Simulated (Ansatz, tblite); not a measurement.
Forces on C28H26F4O3S (relaxed from a model of trityl norbornyl tetrafluoroethanesulfonate, whose bonding it doesn't keep) at its PBE-D4/def2-SVP geometry. The state is a singlet with charge 0.

The xTB rows come from tblite. Single mean-field runs in def2-SVP are fitted with def2-universal-jkfit.

GFN2-xTB (tblite), largest force 2.67 eV/Å:

```xyz
62
positions Å, forces eV/Å
O     0.783    0.260    0.816   -2.257   -1.377   -0.366
S    -0.497   -0.396    0.490    0.678   -0.583   -0.686
O    -0.859   -1.700    1.058    0.932    2.349   -0.811
O    -0.793   -0.353   -1.132    1.013   -0.362    1.428
C    -1.903    0.831    0.874    0.268   -0.165    0.661
F    -2.988    0.474    0.162    0.430    0.192    0.019
F    -1.490    2.051    0.459   -0.200   -0.496   -0.058
C    -2.253    0.861    2.397   -0.147    0.256   -0.453
F    -2.960   -0.281    2.649    0.076    0.483   -0.043
F    -3.125    1.915    2.541    0.023   -0.471    0.173
C    -1.075    0.971    3.351    0.529   -0.158    0.170
C    -0.248    2.289    3.231   -0.071   -0.023   -0.228
C    -0.176    2.784    4.691   -0.063   -0.015    0.089
C     0.681    1.792    5.513    0.064   -0.084    0.037
C    -0.255    0.549    5.658    0.081   -0.048    0.118
C    -1.506    0.960    4.848    0.067    0.142    0.038
C    -1.603    2.464    5.185   -0.085    0.024    0.069
H    -0.450    0.077    3.149   -0.230    0.371   -0.053
H     0.742    2.110    2.769   -0.516    0.034    0.287
H    -0.778    3.032    2.604    0.218   -0.356    0.340
H     0.147    3.839    4.778   -0.173   -0.590   -0.044
H     1.636    1.554    5.003   -0.601    0.081    0.220
H     0.940    2.220    6.503   -0.211   -0.224   -0.507
H     0.200   -0.387    5.278   -0.220    0.572    0.149
H    -0.529    0.373    6.717    0.143    0.154   -0.545
H    -2.400    0.340    5.046    0.463    0.338   -0.101
H    -2.395    2.993    4.622    0.468   -0.296    0.297
H    -1.745    2.648    6.270    0.121   -0.131   -0.652
C     1.739   -4.540   -0.525   -0.134    0.288   -0.146
C     2.436   -3.348   -0.283   -0.274   -0.022   -0.210
C     1.979   -2.138   -0.825   -0.238   -0.177    0.009
C     0.819   -2.110   -1.625    0.038   -0.308    0.372
C     0.226   -0.786   -2.115   -0.421    0.219    0.184
C     1.241    0.343   -2.334    0.229    0.297   -0.191
C     2.486    0.080   -2.939   -0.037    0.271    0.063
C     3.373    1.125   -3.231   -0.298    0.063    0.172
C     3.028    2.451   -2.926   -0.247   -0.277    0.088
C     1.788    2.719   -2.329    0.127   -0.286   -0.042
C     0.899    1.675   -2.040    0.275   -0.084   -0.105
C    -0.577   -0.944   -3.417   -0.118   -0.064   -0.583
C     0.045   -1.523   -4.541   -0.260    0.066   -0.042
C    -0.646   -1.645   -5.752   -0.198    0.134    0.231
C    -1.970   -1.188   -5.861    0.218    0.019    0.319
C    -2.593   -0.613   -4.744    0.299   -0.118    0.055
C    -1.903   -0.491   -3.527    0.151   -0.130   -0.307
C     0.117   -3.310   -1.851    0.221    0.025    0.152
C     0.574   -4.517   -1.308    0.235    0.252    0.068
H     2.099   -5.488   -0.097   -0.232    0.594   -0.261
H     3.344   -3.354    0.340   -0.567    0.005   -0.390
H     2.515   -1.205   -0.606   -0.315   -0.525   -0.130
H     2.775   -0.954   -3.177   -0.177    0.605    0.140
H     4.344    0.899   -3.698   -0.605    0.143    0.289
H     3.726    3.271   -3.152   -0.441   -0.515    0.134
H     1.505    3.754   -2.083    0.178   -0.652   -0.158
H    -0.067    1.896   -1.568    0.565   -0.127   -0.325
H     1.078   -1.894   -4.466   -0.634    0.233   -0.033
H    -0.146   -2.104   -6.619   -0.319    0.290    0.538
H    -2.513   -1.283   -6.813    0.343    0.061    0.596
H    -3.632   -0.257   -4.814    0.656   -0.223    0.042
H    -2.400   -0.051   -2.653    0.297   -0.255   -0.553
H    -0.802   -3.294   -2.455    0.534   -0.005    0.360
H     0.013   -5.445   -1.493    0.350    0.583    0.118
```

PBE-D4/def2-SVP (Ansatz), largest force 0.02 eV/Å:

```
O -0.001 0.005 -0.006
S 0.008 -0.006 0.014
O -0.007 0.002 -0.003
O 0.007 -0.003 -0.006
C 0.000 -0.005 0.003
F -0.004 -0.001 -0.002
F 0.002 0.006 -0.001
C 0.000 -0.001 0.000
F 0.001 0.001 0.000
F -0.003 0.001 0.001
C 0.002 -0.002 0.001
C -0.002 0.000 0.001
C 0.000 0.000 0.001
C 0.000 0.000 -0.002
C 0.000 -0.001 0.003
C 0.001 0.001 -0.003
C 0.001 0.000 0.000
H -0.002 0.001 -0.001
H -0.001 0.000 0.001
H 0.002 0.000 0.000
H -0.001 -0.001 0.000
H -0.001 0.001 0.001
H 0.000 0.000 0.000
H -0.001 0.001 -0.001
H 0.000 0.000 0.000
H 0.001 0.001 -0.001
H 0.001 -0.001 0.000
H 0.000 0.000 0.000
C -0.004 0.009 0.006
C 0.001 -0.010 -0.004
C 0.001 0.007 -0.002
C 0.002 -0.006 0.006
C -0.006 0.004 0.001
C 0.004 0.004 -0.002
C -0.006 -0.001 0.003
C 0.003 0.003 -0.005
C -0.006 -0.002 0.005
C 0.009 0.002 -0.003
C -0.005 -0.006 0.001
C -0.008 0.000 -0.013
C 0.000 0.000 0.015
C -0.016 0.003 -0.012
C 0.012 0.001 0.009
C -0.003 -0.005 -0.010
C 0.014 -0.001 0.006
C 0.002 0.006 -0.003
C 0.003 -0.005 0.000
H 0.001 -0.001 -0.001
H 0.001 0.001 0.001
H -0.001 -0.001 0.000
H 0.000 0.003 0.002
H -0.002 0.000 0.002
H 0.000 0.000 -0.001
H 0.000 -0.002 0.001
H 0.003 -0.001 -0.001
H -0.005 0.002 -0.002
H -0.001 0.001 0.003
H 0.000 -0.001 -0.001
H 0.005 0.000 0.001
H 0.000 -0.001 -0.002
H -0.002 0.000 0.001
H -0.001 -0.001 0.000
```

r2SCAN-D4/def2-SVP (Ansatz), largest force 0.86 eV/Å:

```
O -0.745 -0.350 -0.195
S 0.194 -0.194 0.056
O 0.191 0.779 -0.320
O 0.148 -0.004 0.426
C -0.027 0.009 -0.058
F 0.358 0.129 0.241
F -0.142 -0.405 0.138
C -0.137 0.019 -0.013
F 0.208 0.356 -0.111
F 0.250 -0.324 -0.065
C 0.017 -0.106 -0.051
C 0.030 0.069 -0.118
C 0.011 0.079 0.021
C 0.095 0.027 0.024
C 0.009 -0.107 0.051
C -0.112 -0.045 0.017
C -0.050 0.042 0.011
H -0.123 0.148 0.030
H -0.192 0.039 0.095
H 0.083 -0.139 0.128
H -0.060 -0.205 -0.023
H -0.195 0.047 0.097
H -0.061 -0.085 -0.198
H -0.095 0.192 0.075
H 0.049 0.045 -0.216
H 0.165 0.112 -0.037
H 0.167 -0.102 0.100
H 0.043 -0.052 -0.210
C -0.022 0.053 -0.015
C -0.027 -0.022 -0.021
C -0.014 -0.014 0.010
C 0.049 -0.133 0.081
C 0.041 -0.028 -0.073
C 0.098 0.137 0.000
C -0.007 0.020 0.002
C -0.035 0.020 0.012
C -0.040 -0.038 0.017
C 0.030 -0.029 -0.016
C 0.017 -0.018 -0.008
C -0.126 -0.008 -0.130
C -0.027 0.010 0.007
C -0.033 0.020 0.024
C 0.026 0.009 0.058
C 0.038 -0.026 -0.029
C 0.032 -0.007 0.010
C 0.015 0.000 0.016
C 0.028 0.022 0.010
H -0.077 0.203 -0.092
H -0.194 0.004 -0.133
H -0.106 -0.184 -0.046
H -0.057 0.210 0.056
H -0.210 0.047 0.103
H -0.150 -0.176 0.048
H 0.060 -0.225 -0.052
H 0.193 -0.041 -0.095
H -0.211 0.073 -0.014
H -0.107 0.099 0.190
H 0.117 0.019 0.203
H 0.228 -0.077 0.017
H 0.094 -0.088 -0.198
H 0.180 -0.006 0.124
H 0.118 0.201 0.040
```
